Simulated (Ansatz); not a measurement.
Isolated molecules relaxed with PBE0-D4/def2-TZVP in Ansatz; ΔE leaves out vibrations. CCSD(T)/CBS is the MP2 limit (def2-TZVPP, def2-QZVPP) plus CCSD(T) − MP2 in def2-TZVPP, frozen cores. This one scheme is used for every species. Functionals use def2-TZVPP. def2 core potentials past Kr. For Sb outer-core shells are correlated without core-valence functions, which leaves a few kJ/mol of doubt a bond. One conformer a species, not always the lowest.

Reaction (formal exchange of groups at a P–Si bond): `OP[SiH3]` + `[SbH3]` → `O[PH][SbH2]` + SiH₄

`OP[SiH3]`:

Z-matrix (Å, degrees):
```
Si
P 1 2.260
H 1 1.487 2 112.7
H 1 1.486 2 109.2 3 -121.7
H 1 1.488 2 106.5 3 120.4
O 2 1.666 1 99.0 3 45.3
H 2 1.427 1 92.7 3 -54.8
H 6 0.960 2 109.1 1 143.7
```

`[SbH3]`:

```xyz
4

Sb    0.632   -0.341   -0.065
H     0.464    1.285    0.426
H    -0.623   -0.832    0.985
H    -0.473   -0.112   -1.346
```

`O[PH][SbH2]`:

```xyz
7

O     0.869   -0.962    1.072
P     1.323   -0.134   -0.276
Sb   -0.854    0.641   -1.335
H     0.142   -0.562    1.558
H     1.537    1.175    0.262
H    -1.401   -0.971   -1.473
H    -1.616    0.812    0.192
```

SiH₄:

Cartesian coordinates in Å:
```
Si 0.000 0.000 0.000
H -0.757 -0.857 0.946
H 1.355 0.262 0.546
H -0.717 1.287 -0.184
H 0.119 -0.692 -1.308
```

(1) Is it downhill or uphill in electronic energy at CCSD(T)/CBS, and by how much? (An estimate is asked.)

(2) What do these levels give: BHLYP-D4, CAM-B3LYP-D4, ωB97M-V, RPA@PBE/def2-TZVPP, CCSD(T)/def2-SVP, CCSD/def2-TZVPP? (Estimate.)

Largest T1 diagnostic among the species: 0.014.

Answers

(1) The calculation gave: Downhill: ΔE = -25.7 kJ/mol.

(2) The calculation gave: BHLYP-D4 -25.3, CAM-B3LYP-D4 -21.3, ωB97M-V -22.3, RPA@PBE/def2-TZVPP -20.2, CCSD(T)/def2-SVP -17.6, CCSD/def2-TZVPP -19.0 kJ/mol.

Leaving LDA and LC-ωPBE aside and taking each functional with its dispersion term where it has one, the values, not all of them listed here, spread over 15.0 kJ/mol, from BLYP-D4 to B97M-V. From BLYP to BHLYP (50 % exact exchange), in def2-TZVPP and without D4, ΔE moves by +3.8 kJ/mol. At CCSD(T), def2-SVP lies +8.1 kJ/mol from the extrapolated value and def2-TZVPP +5.0 kJ/mol.
